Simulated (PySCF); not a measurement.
The scaffold silaethenyl-X carries different groups X. All species are isolated molecules in the gas phase. One relaxed conformer stands for each flexible species; it need not be the lowest. Strings in code marks are SMILES.

The S1 excitation (TDA) from two functionals at the same geometries (PBE0-D3(BJ)/def2-TZVP), both in PySCF: PBE-D3(BJ)/def2-TZVP and PBE0-D3(BJ)/def2-TZVP. Excitations are Tamm–Dancoff values on a coarser integration grid. The basis has no diffuse functions, so Rydberg states are missing or too high.

| species | PBE-D3(BJ)/def2-TZVP (eV) | PBE0-D3(BJ)/def2-TZVP (eV) |
|---|---|---|
| X = formyl (`O=C[SiH]=C` (C–Si–C–O torsion 0°)) | 2.60 | 2.90 |
| X = carbamoyl (`C=[SiH]C(N)=O` (C–Si–C–O torsion 180°)) | 3.54 | 4.09 |
| X = fluoromethyl | 5.43 | 5.58 |
| X = siloxy | 4.17 | 4.82 |

Over these rows, drawn at random from the members with no instability flagged (it was tested for open shells, ions and some series alone), PBE minus PBE0-D3(BJ): mean -0.41 eV, from -0.65 eV to -0.14 eV.
